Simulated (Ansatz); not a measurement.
BrH2InN, SMILES `[NH2][In][Br]` radical. The species carries charge 0 and has multiplicity 2. In: def2 effective core potential.

What are the harmonic wavenumbers in cm⁻¹ at PBE0-D4/def2-TZVP (Ansatz, finite differences of forces, unscaled)? (Estimate.)

The calculation gave: 94, 199, 227, 456, 601, 753, 1532, 3498, 3608.

Is this a minimum?

Yes, all 9 modes are real.

Give the ideal-gas thermochemistry at 298.15 K and 1 bar (rigid rotor, harmonic oscillator; point group C1, symmetry number 1).

Zero-point energy 65.6 kJ/mol; H(298) − E = 81.7 kJ/mol; entropy 333.4 J/(mol·K), of which translation 175.6, rotation 114.0, vibration 38.1, electronic 5.8; G(298) − E = -17.7 kJ/mol. Modes under 100 cm⁻¹ are hindered rotations or soft bends, so the harmonic entropy is rough.

And at 400, 500, 600, 800 and 1000 K?


```csv
T (K),H − E (kJ/mol),S (J/mol/K),G − E (kJ/mol)
400,89.1,354.8,-52.8
500,96.8,372.1,-89.2
600,104.9,386.8,-127.2
800,121.7,411.0,-207.0
1000,139.3,430.6,-291.3
```
